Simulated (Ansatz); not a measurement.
Basis sets compared for the cluster Hg₆Te₃Br₆ (the lowest singlet isomer of a short search). Total charge 0; singlet. Geometry PBE-D4/def2-SVP. Ansatz on 2 threads of AMD EPYC 7R13 on a shared host and a share (18 GiB) of an NVIDIA H100 80GB HBM3; times are rough, and most runs start from earlier orbitals.

```xyz
15

Hg    2.752   -1.088   -0.063
Hg    0.223    1.817    0.378
Hg   -0.307    2.431   -3.349
Hg   -2.940    0.966   -0.983
Hg    0.990   -0.345    3.453
Hg   -1.588   -1.976    0.373
Te   -3.948   -1.519   -0.838
Te    2.570    1.046    1.666
Te   -1.573    3.399   -1.144
Br    0.541   -2.853    1.496
Br    0.246   -0.235   -1.718
Br    0.209   -1.379    5.569
Br    0.765    1.952   -5.514
Br    3.704   -2.877   -1.488
Br   -1.642    0.660    2.161
```

In the def2 sets Hg, Te take a core potential; there is no spin–orbit coupling. Single mean-field runs in def2-SVP, def2-TZVP are fitted with def2-universal-jkfit. The structure comes from a short search, and lower isomers may exist.

Binding counts from free atoms (Hg singlet, Te triplet, Br doublet) in the same basis, without a counterpoise term.

```csv
level,functions,energy (Eh),HOMO (eV),LUMO (eV),binding per atom (eV),wall time
PBE-D4/def2-SVP (with forces),462,-17166.4435,-5.78,-4.03,1.45,8.5 s
PBE0-D4/def2-SVP,462,-17166.7959,-6.83,-3.47,1.42,8.5 s
```

Task: Estimate the rows for PBE-D4/def2-TZVP, PBE0-D4/def2-TZVP.

Result: 
| level | functions | energy (Eh) | HOMO (eV) | LUMO (eV) | binding per atom (eV) | wall time |
| --- | --- | --- | --- | --- | --- | --- |
| PBE-D4/def2-TZVP | 696 | -17168.4170 | -5.84 | -4.04 | 1.51 | 10 s |
| PBE0-D4/def2-TZVP | 696 | -17168.7671 | -6.83 | -3.41 | 1.49 | 8.5 s |
